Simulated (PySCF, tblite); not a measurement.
`O=C([O-])C1=C(CC(F)(F)F)C=CS1` (charge -1). The geometry is computed with GFN2-xTB (gas phase).

```
atom  x, y, z in Å
O1     2.3793    2.5656   -1.0091
C2     1.2729    2.0221   -1.0084
O3     0.1829    2.4071   -1.4587
C4     1.2584    0.6268   -0.3424
S5     2.7602    0.0333    0.2552
C6     2.0162   -1.4340    0.7765
C7     0.6876   -1.4626    0.4998
C8     0.2504   -0.2755   -0.1433
C9    -1.1564    0.0051   -0.5883
C10   -2.1415   -0.0519    0.5481
F11   -1.7998    0.6709    1.6212
F12   -2.3541   -1.3095    1.0128
F13   -3.3720    0.3808    0.1847
H14    2.6094   -2.1879    1.2566
H15    0.0377   -2.2871    0.7429
H16   -1.1480    1.0209   -1.0137
H17   -1.4903   -0.7121   -1.3440
```

**Question.** How far are the heavy atoms from their best plane (unweighted least squares)?

**Answer.** 0.500 Å rms; O1 0.34, C2 0.02, O3 0.34, C4 0.07, S5 0.33, C6 0.05, C7 0.33, C8 0.40, C9 0.80, C10 0.09, F11 1.40, F12 0.10, F13 0.16 Å (magnitudes).

**Question.** What is the repulsion energy of the bare nuclei, Σ ZA·ZB/RAB?

**Answer.** 923.24 Eh over 136 pairs, with full nuclear charges and distances in bohr; the largest single term is 29.50 Eh (C4 with S5).

**Question.** What is the longest distance between nuclei?

**Answer.** F13···H14, 6.60 Å; the next longest distance is 6.44 Å.

**Question.** Work out the bond lengths O1=C2, S5–C6, C6–C7, C7–C8, C7–H15, C10–F12 in Å.

**Answer.** For O1=C2 the difference vector is (-1.1064, -0.5435, 0.0007) Å, of length 1.2327 Å. O1=C2 1.233; S5–C6 1.726; C6–C7 1.357; C7–C8 1.419; C7–H15 1.078; C10–F12 1.357 Å.

**Question.** What are the angles O1–C2–C4, C6–C7–C8, C4–C8–C9, C8–C9–H17, C10–C9–H16, F11–C10–F13?

**Answer.** From the scalar product of the two bond vectors; for O1–C2–C4 it is -0.7749 Å² over 1.2327 × 1.5462 Å², cos θ = -0.4065. O1–C2–C4 114.0°; C6–C7–C8 112.1°; C4–C8–C9 121.6°; C8–C9–H17 111.6°; C10–C9–H16 109.4°; F11–C10–F13 105.9°.

**Question.** How far apart are these pairs, which share no bond: O1···C8, O3···F13, C4···C6, S5···C8, S5···C10, S5···H16, C6···C9?

**Answer.** O1···C8 3.654 Å (3 bonds apart); O3···F13 4.410 Å (6 bonds apart); C4···C6 2.464 Å (2 bonds apart); S5···C8 2.560 Å (2 bonds apart); S5···C10 4.911 Å (4 bonds apart); S5···H16 4.226 Å (4 bonds apart); C6···C9 3.742 Å (3 bonds apart).

**Question.** Where is the centre of mass (commonest isotopes), and what is the radius of gyration?

**Answer.** Mass 208.988 u; centre at (0.060, 0.309, 0.090) Å; Rg = √(Σ m r²/M) = 2.577 Å. As Ia + Ib + Ic = 2 Σ m r², the three principal moments sum to 2776.3 u·Å².

**Question.** Give the dihedral angles C4–S5–C6–C7, O3–C2–C4–C8, C2–C4–C8–C9, S5–C4–C8–C7, C4–C8–C9–C10, C7–C8–C9–H16.

**Answer.** C4–S5–C6–C7 0° (synperiplanar); O3–C2–C4–C8 -1° (synperiplanar); C2–C4–C8–C9 -1° (synperiplanar); S5–C4–C8–C7 0° (synperiplanar); C4–C8–C9–C10 -122° (anticlinal); C7–C8–C9–H16 178° (antiperiplanar). Dihedral signs follow IUPAC: positive where, seen along the central bond, the front bond turns clockwise onto the rear one.

Its GFN2-xTB frequencies are all real (lowest 29 cm⁻¹).

One conformer stands for the species.
